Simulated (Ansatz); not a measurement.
WSe₂. Total charge 0; quintet. Geometry PBE-D4/def2-TZVP; atoms count from 1.

Cartesian coordinates in Å:
```
W -0.680 -0.068 -0.063
Se 0.090 0.701 1.996
Se 0.590 -0.633 -1.932
```

In the def2 sets W takes a core potential; there is no spin–orbit coupling. At PBE0-D4/def2-TZVP a triplet of charge 0 lies 1.37 eV below the quintet, each at its own geometry. The structure comes from a short search, and lower isomers may exist.

(1) Estimate the Mulliken populations from the PBE0/def2-TZVP orbitals of Ansatz.

(2) Where does the spin sit?

(3) And the Mayer bond orders between bonded heavy atoms (over 0.3)?

Answers

(1) 
```json
{"atom": "W1", "charge (e)": "0.52", "spin (α − β)": "3.19", "d electrons": "4.33"}
{"atom": "Se2", "charge (e)": "-0.26", "spin (α − β)": "0.40", "d electrons": "–"}
{"atom": "Se3", "charge (e)": "-0.26", "spin (α − β)": "0.40", "d electrons": "–"}
```
Mulliken values and Mayer orders depend strongly on the basis.

(2) Summed by element: W 3.19, Se 0.81, of 4 unpaired in all. Largest on single atoms: W1 3.19, Se2 0.40, Se3 0.40.

(3) W1–Se2 1.78 (2.33 Å); W1–Se3 1.78 (2.33 Å). Values over 0.3 also appear between atoms too far apart for a bond (Se2–Se3 0.39 at 4.18 Å); they arise where an orbital or an unpaired electron spreads over both atoms.
